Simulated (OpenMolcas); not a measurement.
**Os3+: effect of the IPEA shift**

```yaml
Program: OpenMolcas
Basis: ANO-RCC-VQZP [9s8p6d4f3g2h]
Scalar_Hamiltonian: DKH2, point nucleus
Active_space: 5 electrons in 5 orbitals (5d)
State_averaging: 2S+1 = 6 even, 1 root; 2S+1 = 4 even, 24 roots; 2S+1 = 2 even, 75 roots
Spin-orbit_coupling: state interaction with AMFI integrals over the reference wave functions, term energies averaged over their components
```

Methods on the same reference wave functions:
A. CASSCF
B. MS-CASPT2, IPEA 0.25 Eh, imaginary shift 0.1 Eh (closed shells correlated: 5s 5p)
C. MS-CASPT2, IPEA 0.5 Eh, imaginary shift 0.1 Eh (closed shells correlated: 5s 5p)

Energies in cm⁻¹ above 5d⁵ ⁶S_5/2.

```tsv
Level	A	B	C
5d⁵ ⁶S_5/2	0.0	0.0	0.0
5d⁵ ⁴G_7/2 [67 %]	25147	21010	21140
5d⁵ ⁴G_11/2	25845	22090	22200
5d⁵ ⁴G_9/2	26607	22820	22920
5d⁵ ⁴P_1/2 [59 %]	29324	24380	24610
5d⁵ ⁴D_7/2 [70 %]	32135	26870	27050
5d⁵ ⁴D_1/2 [64 %]	35761	30480	30700
5d⁵ ²I_11/2	36522	32220	32390
5d⁵ ²I_13/2	39377	35160	35320
5d⁵ ²H_9/2 [51 %]	46652	40860	41140
5d⁵ ²F_5/2(2) [53 %]	51082	43580	44050
5d⁵ ²H_11/2 [73 %]	53085	48040	48330
5d⁵ ²S_1/2	56808	47720	48640
5d⁵ ²D_3/2(2)	62895	53690	54360
5d⁵ ²D_5/2(2) [64 %]	66381	57510	58130
5d⁵ ²G_9/2(2)	69456	60010	60560
5d⁵ ²G_7/2(2)	71045	61720	62270
5d⁵ ²P_3/2	81383	68260	69050
5d⁵ ²P_1/2	84543	71640	72480
5d⁵ ²D_5/2(3)	90972	77930	78370
5d⁵ ²D_3/2(3)	93119	80040	80540
```

Between B and C the level of the table that moves most is 5d⁵ ²S_1/2, by 930 cm-1 (lowest in B, highest in C). Moves below CASPT2's spread within the term are not significant.

From A to B the spin-free energies of the other terms of 5d⁵ shown, above ⁶S, scale by factors of 0.81 to 0.87, as is usual when dynamic correlation screens the repulsion within a d or f shell.

The lowest spin-free term lies below A's lowest term by 0.341 hartree in B, 0.331 hartree in C.

CASPT2 breaks the degeneracy within a term, and the mean is taken; among the terms shown or strongly mixed into the levels shown the widest spread is 1200 cm-1 (5d⁵ ⁴F, C). Without dynamic correlation excited terms often stand tens of per cent too high (terms of higher spin than the ground term too low), and those without a measured partner can miss by more than the paired ones (holds for A). Blocks of more than 70 roots (2S+1 = 2 even) ran without multistate coupling (holds for B; C). The CASPT2 spread within a term exceeds the gap to the next term for 5d⁵ ⁴F and 5d⁵ ²F(1), so the order of their levels is uncertain, and so are names and mixing where such terms share a J (holds for B; C). Only configurations of the active space appear. Levels that lie high or do not pair safely by name in every column are left out.

A share in square brackets marks a mixed level and gives the weight of the term that names it, the lowest over the columns. A number in round brackets counts repeated terms of one configuration in the order of the reference energies.
